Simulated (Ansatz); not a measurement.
Cost and result for the atomization energy of C₄H₈Si (`C#CC(C)[SiH3]`) (13 atoms, 12 bonds).

```xyz
13

C     0.009   -0.960   -2.366
C    -0.165   -0.704   -1.204
C    -0.344   -0.346    0.187
C     0.819   -0.811    1.070
Si   -0.591    1.533    0.292
H     0.155   -1.197   -3.393
H    -1.276   -0.800    0.548
H     0.939   -1.895    1.015
H     0.646   -0.537    2.113
H     1.758   -0.355    0.748
H     0.639    2.215   -0.187
H    -1.752    1.947   -0.535
H    -0.836    1.910    1.711
```

Charge 0, multiplicity 1. Geometry: relaxed with PBE0-D4/def2-TZVP. Program: Ansatz. All runs use 4 threads of an Arm Neoverse V1 on a shared host. Times are those of one run each, without the atoms' runs, and a repeat can differ threefold. Electronic energies, without spin–orbit coupling; frozen cores. CCSD(T)/CBS adds CCSD(T) − MP2 in def2-TZVPP to the MP2 limit, and its time is that of the two runs behind it. T1 = 0.011. HSE06 is the plane-wave form, built on full-range PBE exchange.

CCSD(T)/CBS is a level of theory with its own doubt, some kJ/mol a heavy atom from the limit and from the frozen cores, so smaller differences don't rank the functionals.

| level | functions | wall time | atomization (kcal/mol) | difference from CCSD(T)/CBS | per bond |
| --- | --- | --- | --- | --- | --- |
| LDA (SPW92)/def2-TZVPP | 278 | 1.7 s | 1363.5 | 157.4 | 13.1 |
| revPBE-D4/def2-TZVPP | 278 | 2.6 s | 1201.7 | -4.4 | -0.4 |
| PBE-D4/def2-TZVPP (with forces) | 278 | 3.1 s | 1226.8 | 20.7 | 1.7 |
| PBE0-D4/def2-TZVPP | 278 | 3.7 s | 1211.3 | 5.2 | 0.4 |
| HSE06-D4/def2-TZVPP | 278 | 3.8 s | 1212.0 | 5.9 | 0.5 |
| BHLYP-D4/def2-TZVPP | 278 | 3.9 s | 1179.9 | -26.2 | -2.2 |
| CCSD(T)/def2-SVP | 114 | 7 s | 1154.4 | -51.7 | -4.3 |
| B2PLYP/def2-TZVPP | 278 | 7.5 s | 1196.3 | -9.8 | -0.8 |
| B97M-V/def2-TZVPP | 278 | 12 s | 1208.3 | 2.2 | 0.2 |
| ωB97M-V/def2-TZVPP (with forces) | 278 | 15 s | 1209.3 | 3.2 | 0.3 |
| MP2/def2-QZVPP | 538 | 32 s | 1210.5 | 4.4 | 0.4 |
| CCSD(T)/def2-TZVPP | 278 | 3.6 min | 1178.7 | -27.4 | -2.3 |
| CCSD(T)/CBS(def2) | – | 4.1 min | 1206.1 | 0.0 | 0.0 |

At CCSD(T), def2-SVP lies −51.7 kcal/mol from the extrapolated value and def2-TZVPP −27.4 kcal/mol: correlation converges slowly with the basis, and small sets miss more of it in the bonded molecule than in its fragments. From BLYP to BHLYP (50 % exact exchange), in def2-TZVPP and without D4, the atomization energy moves by −16.3 kcal/mol: exact exchange takes away binding that semilocal exchange gives to molecules. The D4 term adds +10.3 kcal/mol with B3LYP and +5.5 kcal/mol with PBE0; it sums over pairs of atoms, weighted by their polarisabilities, and B3LYP, whose exchange is more repulsive, gets the larger term.

B3LYP here is the variant with VWN-RPA as its local correlation; programs differ in this.
